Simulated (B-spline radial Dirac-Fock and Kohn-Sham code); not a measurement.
**Core and valence levels of Co⁺**

System: the Co⁺ ion in the configuration [Ar] 3d8, inside a Watson sphere of charge -1 and radius 2.2 Å (a model of the Madelung potential; inside it an electron's potential energy is raised by 6.5 eV); nuclear rms radius 3.7875 fm (A = 59).

Calculated with a B-spline atomic structure program, using relaxed Dirac-Fock hole states (ΔSCF) with Breit and QED corrections and a finite nucleus. No correlation. Energies are counted from the vacuum level.

All terms are in eV, carry their sign (relaxation lowers the binding energy) and add up to the binding energy; ⟨r⟩ is the mean radius of the orbital in the initial state.

```
subshell  −ε (Koopmans)  relaxation  Breit    QED  binding energy  ⟨r⟩ (bohr)
      1s         7776.5      -45.30  -8.75  -4.09          7718.4       0.056
      2s          960.9      -22.48  -0.59  -0.42           937.5       0.254
   2p1/2          828.7      -24.15  -1.02   0.05           803.6       0.222
   2p3/2          813.6      -23.90  -0.65   0.02           789.1       0.225
      3s          121.7       -6.16  -0.06  -0.06           115.4       0.779
   3p1/2          80.08       -5.64  -0.10   0.00           74.35       0.821
   3p3/2          78.12       -5.49  -0.05   0.00           72.58       0.830
      3d          13.11       -3.77   0.01   0.00            9.34       1.106
```

For the deepest level, K (1s), the Breit terms make up -0.113 % of the binding energy, QED -0.053 % and orbital relaxation -0.587 %.

Spin-orbit splittings: 2p 14.49 eV, 3p 1.77 eV.
